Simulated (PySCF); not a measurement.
PySCF input file for GeOCl, SMILES [Ge]([Cl])=[O], multiplicity 2, PBE-D3(BJ)/def2-TZVP. Geometry: PBE-D3(BJ)/def2-TZVP.

```python
import numpy as np
from pyscf import gto, scf, dft, df
from pyscf.hessian import thermo

mol = gto.M(
    atom='''
    Ge    0.32849419   -0.46617687    0.00000000
    O    -0.83980704   -1.66805049    0.00000000
    Cl   -0.22313869    1.66247434    0.00000000
    ''',
    basis='def2-TZVP',
    charge=0,
    spin=1,
    max_memory=1600,
    verbose=3,
)
mf = dft.UKS(mol, xc='pbe').density_fit(auxbasis='def2-universal-jkfit')
mf.disp = 'd3bj'
mf.grids.level = 3
mf.conv_tol = 1e-11
mf.max_cycle = 100
mf.kernel()
fine, coarse = mf.grids, dft.Grids(mol).set(level=1).build(with_non0tab=True)
for _ in range(3):  # follow internal instabilities
    mf.grids = coarse
    mo, _, stable, _ = mf.stability(return_status=True, nroots=4)
    mf.grids = fine
    if stable:
        break
    mf.kernel(mf.make_rdm1(mo, mf.mo_occ))

# [left out here: the lines that compute and print the analytic Hessian (its translational invariance restored by hand, since the grid's response is missing), thermochemistry and intensities]
```

Program output:

```

WARN: HOMO -0.23928253043065 >= LUMO -0.239282530430636

converged SCF energy = -2611.9079768632  <S^2> = 0.75337204  2S+1 = 2.0033692
<class 'pyscf.df.df_jk.DFUKS'> wavefunction is stable in the internal stability analysis

WARN: DFTD3 does not support analytical Hessian, using finite difference


WARN: Mole.unit (angstrom) is changed to Bohr

Mode                                 0                   1                   2
Irrep
Freq [cm^-1]                      156.7050            364.5205            828.9006
Reduced mass [au]                  22.0007             41.3491             18.5665
Force const [Dyne/A]                0.3183              3.2371              7.5160
Char temp [K]                     225.4635            524.4638           1192.6034
Normal mode                   x     y     z       x     y     z       x     y     z
       0  Ge                -0.05  0.01 -0.00    0.03 -0.06  0.00    0.03  0.04 -0.00
       1   O                 0.12 -0.15  0.00   -0.03 -0.01  0.00   -0.15 -0.17  0.00
       2  Cl                 0.05  0.05  0.00   -0.04  0.13 -0.00    0.00 -0.00  0.00
temperature 298.1500 [K]
pressure 101325.00 [Pa]
Rotational constants [GHz] 24.28422 3.19294 2.82191
Symmetry number 1
Zero-point energy (ZPE) 0.00308 [Eh]   8075.547 [J/mol]
                           tot       elec      trans        rot        vib
Entropy [J/mol/K]       294.618      5.763    168.871    103.762     16.221
Cv [J/mol/K]             41.866      0.000     12.472     12.472     16.923
Cp [J/mol/K]             50.181      0.000     20.786     12.472     16.923
Internal energy [J/mol]                      3718.434   3718.434  10826.370
Internal energy [Eh]   -2611.90102  -2611.90798
Enthalpy [J/mol]                             6197.391   3718.434  10826.370
Enthalpy [Eh]          -2611.90008
Gibbs free energy [J/mol]                  -44151.445 -27218.288   5989.989
Gibbs free energy [Eh] -2611.93353
mode   freq/cm-1   IR/(km/mol)
   1      156.70         8.935
   2      364.52        49.074
   3      828.90        17.765
max |gradient| / (hartree/bohr): 0.00013901535951811285
APT charges: [ 0.7403 -0.3564 -0.3838]
```

Self-consistency was reached.

Cost: about 70 core-seconds (a rough figure).
